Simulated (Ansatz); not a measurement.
Species: MnF, charge 0, multiplicity 7. SMILES: [F][Mn]

Atoms: Mn1, F2. Bonds: Mn1-F2.

Bond lengths (Å) and angles (degrees) optimised at HF/STO-3G with Ansatz (an electronic-structure program); HF/6-31G* with LANL2DZ past Ar with Ansatz; B3LYP/LANL2DZ with Ansatz; B3LYP/6-31G* with LANL2DZ past Ar with Ansatz, each started from the B3LYP-D3(BJ)/def2-TZVP structure (Ansatz) of the last column. A row stands for all coordinates that are equal there. 6-31G* holds six Cartesian d functions.

```tsv
coordinate	HF/STO-3G	HF/6-31G* with LANL2DZ past Ar	B3LYP/LANL2DZ	B3LYP/6-31G* with LANL2DZ past Ar	B3LYP-D3(BJ)/def2-TZVP
Mn1-F2	1.699	1.826	1.844	1.788	1.839
```

Mean signed difference of all 1 bond lengths from B3LYP-D3(BJ)/def2-TZVP: HF/STO-3G -0.140 Å, HF/6-31G* with LANL2DZ past Ar -0.014 Å, B3LYP/LANL2DZ 0.005 Å, B3LYP/6-31G* with LANL2DZ past Ar -0.052 Å.
